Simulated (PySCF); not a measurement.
SeHI, SMILES [SeH]I.

Coordinates come from a B3LYP-D3(BJ)/def2-TZVP optimisation. The def2 effective core potentials stand for the cores of I; spin–orbit coupling is left out.

The numbers are results of TDDFT-ωB97X/def2-TZVPD (PySCF), not measurements.

Vertical excitations. The molecule is in vacuum. State labels are in the subgroup Cs.

Computed lowest excited states:
```tsv
state	symmetry	energy (eV)	λ (nm)	f	main pairs
S1	A"	2.50	497	0.002	HOMO→LUMO 98 %
S2	A'	3.66	339	0.003	HOMO−1→LUMO 97 %
S3	A"	4.55	273	0.000	HOMO−2→LUMO 94 %
S4	A"	5.28	235	0.002	HOMO→LUMO+1 70 %
S5	A'	6.60	188	0.348	HOMO−3→LUMO 74 %
S6	A"	6.87	180	0.021	HOMO→LUMO+8 54 %, HOMO→LUMO+2 23 %, HOMO→LUMO+3 8 %
S7	A'	6.95	178	0.065	HOMO−1→LUMO+1 63 %, HOMO−1→LUMO+2 23 %
S8	A"	7.25	171	0.093	HOMO→LUMO+5 35 %, HOMO→LUMO+2 24 %, HOMO→LUMO+1 12 %, HOMO→LUMO+8 9 %
S9	A"	7.35	169	0.007	HOMO→LUMO+3 64 %, HOMO→LUMO+6 11 %
S10	A'	7.39	168	0.108	HOMO→LUMO+4 65 %, HOMO−4→LUMO 15 %, HOMO→LUMO+7 13 %
T1	A"	1.94	638	0	HOMO→LUMO 96 %
T2	A'	3.08	402	0	HOMO−1→LUMO 96 %
T3	A"	3.95	314	0	HOMO−2→LUMO 95 %
T4	A'	4.57	271	0	HOMO−3→LUMO 95 %
```
Triplets are in the Tamm–Dancoff approximation, which puts them higher than full response would, so one can lie above its singlet here.
